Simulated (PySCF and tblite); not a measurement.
C7H9N, numbered as in [CH3:1][CH2:2][c:3]1[cH:4][cH:5][cH:6][cH:7][n:8]1.

Search: ETKDG and KDG, MMFF94s, GFN2-xTB, 60 starts; geometries at GFN2-xTB. Energies: PBE0-D3(BJ)/pcSseg-1 (IEF-PCM, chloroform), with GFN2-xTB thermal terms (modes under about 100 cm⁻¹ blended into free rotors). Symmetry numbers and mirror images are counted. Conformers within 3 kcal/mol (GFN2-xTB free energy) were kept, 10 at most. GIAO shieldings: PBE0/pcSseg-1 (IEF-PCM, chloroform). Shifts are against TMS (¹H), TMS (¹³C), NH3 (¹⁵N) at the same level. Run with PySCF (density fitting) and tblite.

What shifts does this protocol give at 298.15 K under fast conformational exchange?

¹H: 8.87 (H7, 1H), 8.13 (H5, 1H), 7.64 (H4, 1H), 7.46 (H6, 1H), 2.99 (H2, 2H), 1.34 (H1, 3H) ppm. ¹³C: 170.6 (C3), 155.9 (C7), 144.1 (C5), 129.1 (C4), 127.1 (C6), 36.7 (C2), 17.8 (C1) ppm. ¹⁵N: 344.7 (N8) ppm.

How do the conformers differ?

Torsions listed: C1–C2–C3–N8. Of a mirror pair one member is shown.
| conformer | shape | weight % |
| --- | --- | --- |
| 1 | -98° | 65.6 |
| 2 | 0° | 34.4 |

```tsv
signal	1	2	average
H1	1.29	1.44	1.34
H2	2.92	3.12	2.99
H4	7.63	7.65	7.64
H5	8.14	8.10	8.13
H6	7.47	7.46	7.46
H7	8.85	8.91	8.87
C1	20.5	12.9	17.8
C2	38.4	33.4	36.7
C3	171.9	168.1	170.6
C4	128.5	130.3	129.1
C5	144.5	143.4	144.1
C6	127.1	126.9	127.1
C7	156.0	155.7	155.9
N8	345.7	343.0	344.7
```

Which signal moves most, for its nucleus, between 250 and 373.15 K through the change of populations alone?

C1: 18.1 ppm at 250 K, 18.0 ppm at 273.15 K, 17.8 ppm at 298.15 K, 17.8 ppm at 323.15 K, 17.6 ppm at 373.15 K.

Unscaled ¹⁵N shifts at such levels can be off by tens of ppm; differences between conformers or isomers are more reliable. Shifts are unscaled: against experiment ¹³C can be off by 15 ppm or more and ¹H by 0.8 ppm.


¹⁵N shifts are against a computed isolated NH3 molecule, about 20 ppm from the liquid.